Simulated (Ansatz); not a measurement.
Tuning the range parameter of LC-ωPBE so that −HOMO meets the ionisation energy; basis def2-SVP, Ansatz. System: `C[Si](C)(C)C#Cc1cnc(-c2cnc(-c3cnc(C#C[Si](C)(C)C)nc3)nc2)nc1`. Total charge 0; singlet. Geometry: r2SCAN-D4/def2-SVP. The ionised state is a doublet.

Geometry of the singlet:

```xyz
54

C     9.2964   -4.1431   -3.0993
Si    8.1503   -3.4781   -4.4301
C     8.9550   -2.0600   -5.3611
C     7.6322   -4.8450   -5.6094
C     6.6284   -2.8292   -3.6026
C     5.6177   -2.3967   -3.0529
C     4.4531   -1.8995   -2.4201
C     3.7523   -2.6313   -1.4335
N     2.6630   -2.1666   -0.8401
C     2.2270   -0.9494   -1.2105
C     1.0185   -0.4330   -0.5527
C     0.4773    0.8284   -0.8617
N    -0.6145    1.2986   -0.2708
C    -1.1983    0.5135    0.6530
C    -2.4074    1.0297    1.3111
C    -2.9480    2.2917    1.0019
N    -4.0399    2.7658    1.5903
C    -4.6188    1.9728    2.5139
C    -5.7983    2.4736    3.1530
C    -6.8090    2.9025    3.7009
Si   -8.3300    3.5498    4.5267
C    -7.8569    5.1056    5.4675
C    -9.5937    3.9353    3.1913
C    -8.9735    2.2300    5.6969
N    -4.1927    0.7504    2.8895
C    -3.0993    0.2933    2.2905
N    -0.7651   -0.7049    1.0249
C     0.3272   -1.1668    0.4286
N     2.8114   -0.1685   -2.1366
C     3.9005   -0.6349   -2.7290
H     8.8165   -4.9558   -2.5308
H     9.5788   -3.3523   -2.3859
H    10.2213   -4.5424   -3.5480
H     9.8702   -2.4010   -5.8734
H     8.2740   -1.6469   -6.1224
H     9.2337   -1.2424   -4.6771
H     8.5113   -5.2637   -6.1272
H     6.9349   -4.4674   -6.3744
H     7.1316   -5.6660   -5.0715
H     4.1097   -3.6233   -1.1296
H     0.9608    1.4575   -1.6182
H    -2.4601    2.9213    0.2486
H    -7.0913    4.8908    6.2301
H    -7.4504    5.8708    4.7869
H    -8.7360    5.5336    5.9778
H   -10.5215    4.3320    3.6365
H    -9.2052    4.6860    2.4846
H    -9.8513    3.0315    2.6161
H    -9.8852    2.5741    6.2133
H    -9.2187    1.3043    5.1519
H    -8.2214    1.9798    6.4623
H    -2.7349   -0.6988    2.5819
H     0.6890   -2.1594    0.7214
H     4.3789    0.0032   -3.4826
```

Single mean-field runs in def2-SVP are fitted with def2-universal-jkfit. At LC-ωPBE (ω = 0.30 bohr⁻¹)/def2-SVP the charge 1 doublet is spin-contaminated (final ⟨S²⟩ up to 0.83, 0.75 for a pure state).

```tsv
ω (1/bohr)	HOMO (eV)	LUMO (eV)	vertical IE (eV)	HOMO + IE (eV)
0.15	-7.58	-1.74	7.94	0.36
0.2	-8.14	-1.45	8.17	0.03
0.3	-8.74	-1.10	8.48	-0.26
```

Q: Estimate the row for 0.1 bohr⁻¹.

A: 
```json
{"ω (1/bohr)": "0.1", "HOMO (eV)": "-6.92", "LUMO (eV)": "-2.14", "vertical IE (eV)": "7.64", "HOMO + IE (eV)": "0.72"}
```

Q: Where does the tuning condition hold?

A: Near ω = 0.21 bohr⁻¹, by linear interpolation.
